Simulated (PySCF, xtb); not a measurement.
C2H8O2Si, SMILES C[C@H](O)[SiH2]O.

xtb with GFN2-xTB at its own geometry gives an orbital gap of 5.60 eV and a dipole moment of 1.34 D.

The structure is a stationary point at B3LYP-D3(BJ)/def2-SVP. The structure was generated by enumeration; whether it is a known compound was not checked. The values are those of a single conformer.

Task: What does CAM-B3LYP/def2-TZVP (PySCF) give? (The exact figures need the calculation; the answer reports its results.)

Result: gap 10.18 eV (levels -8.91 and 1.27 eV), dipole 2.29 D.
